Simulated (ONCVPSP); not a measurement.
PBEsol ONCV dataset for Pd, scalar-relativistic all-electron reference.

```
Element                 : Pd (Z = 46)
Generator               : ONCVPSP 4.0.1
Type                    : optimised norm-conserving Vanderbilt (ONCV)
Functional              : PBEsol
Relativity              : scalar-relativistic
Frozen core             : [Ar] 3d10
Valence charge          : 18
Reference configuration : 4s2 4p6 4d10
Partial waves           : 4s: rc 1.45 bohr, ncon 4, nbas 7, qcut 9.3 1/bohr, 2 projectors, debl 1.9 Ha; 4p: rc 1.60 bohr, ncon 3, nbas 6, qcut 7.2 1/bohr, 2 projectors, debl 3.8 Ha; 4d: rc 1.70 bohr, ncon 5, nbas 10, qcut 11.1 1/bohr, 3 projectors, debl 2 Ha
Local potential         : polynomial inside 1.00 bohr (lpopt 5, dvloc0 1 Ha)
Core correction         : Teter function, fcfact 3.75, rcfact 1.2
```

In the s channel the program set the typed energies aside and used -3.133, 0.250 Ha.

All-electron outer shells of the reference configuration (PBEsol, scalar-relativistic, ld1.x):

| shell | level (eV) | outermost node (bohr) | outermost maximum (bohr) |
| --- | --- | --- | --- |
| 4s | -85.25 | 0.45 | 0.85 |
| 4p | -51.14 | 0.46 | 0.91 |
| 4d | -4.05 | 0.45 | 1.10 |

What the tests gave:

| Property | Result |
| --- | --- |
| Cutoffs needed | 30 Ha and 37 Ha (the cutoffs (Ha) at which the residual kinetic energy of the hardest occupied pseudo-wave falls to 1 and 0.1 mHa per electron) |
| Ghost test | no bound ghost flagged; GHOST(+) flagged for s at 237.5 eV |
| Configuration tests | 1 of 4 tests not solved or not reliable |
| rms error of d²Exc/dni dnj | 3.30 mHa without and 0.73 mHa with the model core |

Generation and tests took about 3.3 s on one core of a shared server CPU.
